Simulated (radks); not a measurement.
Isoelectronic series with 16 electrons, each ion in its NIST ground configuration. Calculated with a radial shooting solver on a logarithmic mesh with Libxc functionals: scalar-relativistic Kohn-Sham, PBE, spin-polarised, spherical densities, point nucleus; open shells are filled with parallel spins first (spin-orbit coupling, left out, can overturn this in heavy ions). Total energies (hartree) and orbital eigenvalues (hartree):

S: configuration [Ne] 3s2 3p4; E (hartree) -399.07715; 3p down -0.21965; 3p up -0.28258; 3s down -0.59269; 3s up -0.66153
Sc5+: configuration [Ne] 3s2 3p4; E (hartree) -756.34348; 3p down -3.71926; 3p up -3.84952; 3s down -4.54983; 3s up -4.68497
Fe10+: configuration [Ne] 3s2 3p4; E (hartree) -1233.66698; 3p down -10.15798; 3p up -10.35004; 3s down -11.47761; 3s up -11.67344
Ga15+: configuration [Ne] 3s2 3p4; E (hartree) -1832.58202; 3p down -19.45016; 3p up -19.70290; 3s down -21.31192; 3s up -21.56695
Kr20+: configuration [Ne] 3s2 3p4; E (hartree) -2555.29526; 3p down -31.59717; 3p up -31.91033; 3s down -34.08376; 3s up -34.39769
Nb25+: configuration [Ne] 3s2 3p4; E (hartree) -3404.58154; 3p down -46.62115; 3p up -46.99483; 3s down -49.85317; 3s up -50.22622
Pd30+: configuration [Ne] 3s2 3p4; E (hartree) -4383.81136; 3p down -64.55525; 3p up -64.98974; 3s down -68.70097; 3s up -69.13368
Sb35+: configuration [Ne] 3s2 3p4; E (hartree) -5497.01490; 3p down -85.44110; 3p up -85.93681; 3s down -90.72831; 3s up -91.22145
Ba40+: configuration [Ne] 3s2 3p4; E (hartree) -6748.9728; 3p down -109.3281; 3p up -109.8855; 3s down -116.0586; 3s up -116.6131
Pm45+: configuration [Ne] 3s2 3p4; E (hartree) -8145.3372; 3p down -136.2731; 3p up -136.8929; 3s down -144.8407; 3s up -145.4578
Dy50+: configuration [Ne] 3s2 3p4; E (hartree) -9692.7908; 3p down -166.3408; 3p up -167.0237; 3s down -177.2539; 3s up -177.9349
Lu55+: configuration [Ne] 3s2 3p4; E (hartree) -11399.2592; 3p down -199.6039; 3p up -200.3508; 3s down -213.5140; 3s up -214.2602
